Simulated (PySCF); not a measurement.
Compound: C2H2BI.
Atom-mapped SMILES: `[CH:1]#[C:2][BH:3][I:4]` (hydrogens: H5 on C1; H6 on B3)

Computed, not measured: PBE0-D3(BJ)/def2-SVP geometry optimisation, gas phase, def2 core potentials past Kr (PySCF 2.14.0).

(1) List the bond lengths and angles at this level.

Results:

(1) 
```json
{"bond": "C1≡C2", "length (bohr)": "2.305"}
{"bond": "C2–B3", "length (bohr)": "2.840"}
{"bond": "B3–I4", "length (bohr)": "4.004"}
{"bond": "C1–H5", "length (bohr)": "2.033"}
{"bond": "B3–H6", "length (bohr)": "2.271"}
```

A selection of angles:
```json
{"angle": "C2–C1–H5", "degrees": "179.8"}
{"angle": "C1–C2–B3", "degrees": "179.3"}
{"angle": "C2–B3–I4", "degrees": "120.0"}
{"angle": "C2–B3–H6", "degrees": "123.2"}
{"angle": "I4–B3–H6", "degrees": "116.8"}
```

B3 (three-coordinate boron) is planar (angles 123.2°, 120.0° and 116.8°, sum 360.0°, 0.00 Å off the plane of its three neighbours). The 4 heavy atoms lie in one plane (0.000 Å rms).

Point group: Cs (every atom within 0.08 Å of its image). PBE0-D3(BJ)/def2-SVP frequencies: not computed here.

Time: 20 s wall; peak memory 0.34 GiB. Hardware: Arm Neoverse V2, one thread, shared host with 32 logical CPUs at a one-minute load of 19. These figures are those of the optimisation.
